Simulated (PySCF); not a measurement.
Harmonic spectrum computed at PBE0 in the def2-TZVP basis family (core potentials from Rb on, PySCF, no spin–orbit coupling):

| ω (cm⁻¹) | IR (km/mol, summed over degenerate members) | degeneracy |
| --- | --- | --- |
| 694 | 53.0 | 1 |
| 726 | 1.3 | 2 |
| 1109 | 27.2 | 2 |
| 1126 | 187 | 1 |
| 2408 | 88.3 | 2 |
| 2424 | 109 | 1 |

**Question.** Which molecule gave it? In each, all ligands are bound to the one heavy central atom.
A. H₃PS (singlet)
B. H₃AsS (singlet)
C. H₃IS (singlet)
D. H₃NbS (singlet)

**Answer.** A. It has C3v symmetry with P–H 1.415 Å (×3), P–S 1.925 Å.
